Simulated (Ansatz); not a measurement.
H$_{6}$GaN$_{3}$, SMILES `[NH2][Ga]([NH2])[NH2]` with one electron removed (charge 1, multiplicity 2), Ansatz (a first-principles code) with frozen-core CCSD(T)/cc-pVTZ // CAM-B3LYP-D3(BJ)/def2-TZVP. The calculation was stopped at its time limit.

Ansatz 0.2 input:
```yaml
crystal:
  periodic: [false, false, false]
  atoms:
    - { symbol: N, position_ang: [-1.590389, -0.859501, 0.183347] }
    - { symbol: Ga, position_ang: [0.000534, 0.001321, 0.007836] }
    - { symbol: N, position_ang: [1.549046, -0.94902, -0.031944] }
    - { symbol: N, position_ang: [0.04573, 1.817857, -0.086859] }
    - { symbol: H, position_ang: [-2.472766, -0.391063, 0.076027] }
    - { symbol: H, position_ang: [-1.684301, -1.853404, 0.069309] }
    - { symbol: H, position_ang: [2.43434, -0.530891, -0.257709] }
    - { symbol: H, position_ang: [1.570364, -1.946217, -0.153448] }
    - { symbol: H, position_ang: [0.900382, 2.331951, 0.039492] }
    - { symbol: H, position_ang: [-0.752941, 2.378968, 0.153949] }
basis:
  gaussian: { orbitals: cc-pVTZ }
correlation:
  method: ccsd_t
total_charge: 1
magnetization:
  spin_polarized: true
  initial_magnetization: 1
```

The last lines of the output:

```
mean field evaluation 96: about -56870.4684 eV, gradient 3.2e-1 eV
mean field evaluation 128: about -56869.4808 eV, gradient 9.3e-1 eV
mean field evaluation 160: about -56868.9853 eV, gradient 5.4e0 eV
mean field evaluation 192: about -56869.4550 eV, gradient 1.5e0 eV
mean field evaluation 224: about -56862.2345 eV, gradient 1.2e0 eV
mean field evaluation 256: about -56868.4907 eV, gradient 2.8e-3 eV
mean field evaluation 288: about -56866.9039 eV, gradient 1.2e-2 eV
mean field evaluation 320: about -56869.4587 eV, gradient 7.4e-1 eV
mean field evaluation 352: about -56870.4609 eV, gradient 5.8e-2 eV
mean field -56870.99999583 eV, -2089.9707012985 hartree, gradient 5.9e-6 eV, S^2 0.760671; 9 other end points of the search recorded, 0 dependent functions left out
determinant -56870.99999583 eV, -2089.9707012985 hartree, with singles and doubles -56892.70640735 eV, -2090.7683972086 hartree
determinant -56870.99948849 eV, -2089.9706826539 hartree, with singles and doubles -56892.70589509 eV, -2090.7683783834 hartree
determinant -56870.97321674 eV, -2089.9697171849 hartree, with singles and doubles -56892.66793693 eV, -2090.7669834467 hartree
determinant -56870.54525998 eV, -2089.9539900641 hartree, with singles and doubles -56892.74188096 eV, -2090.7697008398 hartree
determinant -56870.46910565 eV, -2089.9511914443 hartree, with singles and doubles -56892.53837128 eV, -2090.7622219969 hartree
determinant -56870.46862363 eV, -2089.9511737303 hartree, with singles and doubles -56892.53802228 eV, -2090.7622091716 hartree
determinant -56868.49067282 eV, -2089.8784853786 hartree, with singles and doubles -56891.19103665 eV, -2090.7127083626 hartree
determinant -56870.99999583 eV, -2089.9707012985 hartree, with singles and doubles -56892.54715343 eV, -2090.7625447351 hartree
determinant -56870.99948849 eV, -2089.9706826539 hartree, with singles and doubles -56892.54664841 eV, -2090.7625261761 hartree
determinant -56870.97321674 eV, -2089.9697171849 hartree, with singles and doubles -56892.50843533 eV, -2090.7611218712 hartree
determinant -56870.54525998 eV, -2089.9539900641 hartree, with singles and doubles -56892.58778897 eV, -2090.7640380636 hartree
determinant -56870.99999583 eV, -2089.9707012985 hartree, with singles and doubles -56892.60109305 eV, -2090.7645269794 hartree
determinant -56870.99948849 eV, -2089.9706826539 hartree, with singles and doubles -56892.60066468 eV, -2090.7645112373 hartree
```
